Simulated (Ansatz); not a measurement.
A structure relaxed at PBE-D4/def2-SVP in Ansatz, charge 0, singlet:

```xyz
44

C     0.117    2.180    3.894
Si    0.535    2.096    2.040
C    -0.326    3.536    1.144
C     2.418    2.258    1.826
Si   -0.202    0.031    1.173
C     0.906   -1.361    1.873
C    -2.006   -0.268    1.729
Si   -0.125    0.043   -1.183
C     1.510    0.820   -1.797
C    -1.593    1.075   -1.842
Si   -0.289   -2.151   -2.033
C    -1.736   -3.072   -1.210
C    -0.590   -2.074   -3.910
C     1.327   -3.099   -1.707
H     0.602    1.353    4.452
H     0.465    3.138    4.336
H    -0.978    2.106    4.062
H    -0.032    4.512    1.586
H    -1.430    3.451    1.213
H    -0.054    3.555    0.068
H     2.949    1.436    2.350
H     2.707    2.220    0.756
H     2.783    3.219    2.246
H     1.951   -1.258    1.515
H     0.922   -1.337    2.983
H     0.535   -2.359    1.560
H    -2.079   -0.292    2.836
H    -2.392   -1.232    1.338
H    -2.672    0.539    1.361
H     2.388    0.286   -1.378
H     1.582    1.885   -1.493
H     1.581    0.776   -2.904
H    -1.554    2.117   -1.461
H    -2.560    0.633   -1.526
H    -1.582    1.113   -2.951
H    -2.691   -2.524   -1.344
H    -1.564   -3.191   -0.120
H    -1.862   -4.086   -1.646
H    -0.660   -3.095   -4.342
H    -1.535   -1.541   -4.142
H     0.236   -1.542   -4.426
H     1.538   -3.174   -0.621
H     1.271   -4.129   -2.117
H     2.189   -2.590   -2.185
```

Question: Give its formula, name or SMILES and point group.

Answer: `C[Si](C)(C)[Si](C)(C)[Si](C)(C)[Si](C)(C)C`. Point group C2 (tolerance 0.1 Å).

Question: Summarise the bond lengths by kind (pairs closer than 1.2 times the sum of covalent radii, bridged metal pairs left out).

Answer: 10 × C–Si 1.90 to 1.91 Å; 3 × Si–Si 2.36 Å; 30 × C–H 1.11 Å.
